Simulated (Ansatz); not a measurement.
The cluster Cu₄S₂, relaxed as a singlet with RKS r2SCAN-D4/def2-SVP in Ansatz, starting from the GFN1-xTB geometry. Force threshold 0.02 eV/Å.

Another isomer (singlet) lies 0.04 eV lower at PBE0-D4/def2-TZVP; other spin states weren't run for this one.

Start:

Cartesian coordinates in Å:
```
Cu -1.0711 -0.4226 -0.6613
Cu 1.3369 -0.4623 -1.0236
Cu 0.4680 -0.1598 1.2322
Cu -1.3120 1.5163 0.8516
S 0.3284 1.6534 -0.4877
S 0.2497 -2.1250 0.0889
```

Problem. Estimate the energy that the relaxation releases and the steps that it takes.

Solution. 0.08 eV, in 5 steps; 28 s on 4 threads of Arm Neoverse V2 on a shared host. No frequencies were taken in this run, so the end may be a saddle point.

Problem. Does the start keep its bonding and symmetry?

Solution. By distances, no bond broke or formed. The bond that changes most is Cu2–S5, from 2.40 to 2.35 Å (atoms count from 1). Point group Cs at the start, Cs at the end, both within 0.05 Å.

Problem. Predict the relaxed structure.

Solution. 
Cartesian coordinates in Å:
```
Cu -1.034 -0.399 -0.641
Cu 1.290 -0.441 -0.987
Cu 0.451 -0.146 1.188
Cu -1.299 1.453 0.852
S 0.354 1.667 -0.512
S 0.238 -2.134 0.100
```
Bond lengths (bridged metal pairs left out): 7 × Cu–S 2.15 to 2.49 Å.
